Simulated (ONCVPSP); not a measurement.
# magnesium ONCV: all-electron and pseudo phase curves

```json
{
  "Element": "magnesium",
  "Generator": "ONCVPSP 4.0.1",
  "Type": "optimised norm-conserving Vanderbilt (ONCV)",
  "Functional": "BLYP",
  "Relativity": "scalar-relativistic",
  "Frozen core": "[Ne]",
  "Valence charge": "2",
  "Reference configuration": "3s1 3p1",
  "Partial waves": "3s: rc 2.70 bohr, ncon 3, nbas 6, qcut 1.9 1/bohr, 2 projectors, debl 3 Ha; 3p: rc 2.35 bohr, ncon 3, nbas 7, qcut 4.2 1/bohr, 2 projectors, debl 4 Ha; d scattering state at 0.36 Ha: rc 2.35 bohr, ncon 4, nbas 7, qcut 4.3 1/bohr, 2 projectors, debl 2.8 Ha",
  "Local potential": "polynomial inside 1.70 bohr (lpopt 4, dvloc0 7.5 Ha)",
  "Core correction": "Teter function fitted to the true core (icmod 2), fcfact 0.3"
}
```

The phase is arctan(r·R′/R) of the radial function R(r), unwrapped; energies in Ha, scanned from -2 to 5 Ha. A pole is an energy at which the radial function vanishes at the test radius. The pseudo phase is shifted by a multiple of π to meet the all-electron one at the reference energy, and phase errors are pseudo minus all-electron; the curves can meet again beyond the range given. Levels narrower than the energy grid can be missing from the lists of poles.

For each channel, where are the poles, and over which energies does the pseudopotential scatter like the atom?

```
channel  radius (bohr)  reference energy (Ha)  poles, all-electron  poles, pseudo  unbroken range about the reference energy with phases within 0.05 rad  phase error 1 Ha above the reference energy (rad)
      s           2.75                  -0.21           0.48, 3.72     0.46, 3.53                                                              below 1.2                                             -0.018
      p           2.38                  -0.07          -1.77, 1.35           1.30                                                            -1.6 to 2.6                                             -0.009
      d           2.38                   0.36           1.54, 4.98           1.54                                                        the whole range                                             +0.001
```

Phases in the d channel:

| E (Ha) | all-electron | pseudo |
| --- | --- | --- |
| -1.98 | 1.317 | 1.317 |
| -1.80 | 1.303 | 1.303 |
| -1.62 | 1.286 | 1.287 |
| -1.44 | 1.267 | 1.267 |
| -1.26 | 1.244 | 1.244 |
| -1.08 | 1.215 | 1.215 |
| -0.90 | 1.178 | 1.178 |
| -0.72 | 1.130 | 1.130 |
| -0.54 | 1.064 | 1.064 |
| -0.36 | 0.968 | 0.968 |
| -0.18 | 0.818 | 0.818 |
| 0.00 | 0.563 | 0.564 |
| 0.18 | 0.128 | 0.129 |
| 0.36 | -0.438 | -0.438 |
| 0.54 | -0.879 | -0.879 |
| 0.72 | -1.140 | -1.140 |
| 0.90 | -1.297 | -1.297 |
| 1.08 | -1.401 | -1.401 |
| 1.26 | -1.478 | -1.477 |
| 1.44 | -1.540 | -1.538 |
| 1.62 | -1.595 | -1.593 |
| 1.80 | -1.649 | -1.647 |
| 1.98 | -1.709 | -1.707 |
| 2.16 | -1.783 | -1.781 |
| 2.34 | -1.891 | -1.888 |
| 2.52 | -2.082 | -2.077 |
| 2.70 | -2.501 | -2.495 |
| 2.88 | -3.353 | -3.349 |
| 3.06 | -4.002 | -4.001 |
| 3.24 | -4.277 | -4.276 |
| 3.42 | -4.412 | -4.411 |
| 3.60 | -4.491 | -4.490 |
| 3.78 | -4.545 | -4.543 |
| 3.96 | -4.584 | -4.582 |
| 4.14 | -4.615 | -4.612 |
| 4.32 | -4.641 | -4.637 |
| 4.50 | -4.662 | -4.658 |
| 4.68 | -4.682 | -4.676 |
| 4.86 | -4.700 | -4.693 |
